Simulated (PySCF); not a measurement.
# Electron correlation in Nb⁺ (niobium, charge +1)

[Kr] 4d4, high-spin 5D determinant. All numbers are calculated (PySCF 2.14, the spin-free X2C one-electron Hamiltonian (Gaussian nucleus), in ANO-RCC-VTZP). Frozen: [Kr]; 4 electrons correlated.

```csv
level,correlation energy (mhartree)
CCSD,-41.47
(T),-0.59
CCSD(T),-42.06
```

Diagnostics: T1 = 0.0038, D1 = 0.0058, largest double amplitude 0.030.

Cost of the coupled-cluster step: about 1.8 core-seconds, for 4 correlated electrons.
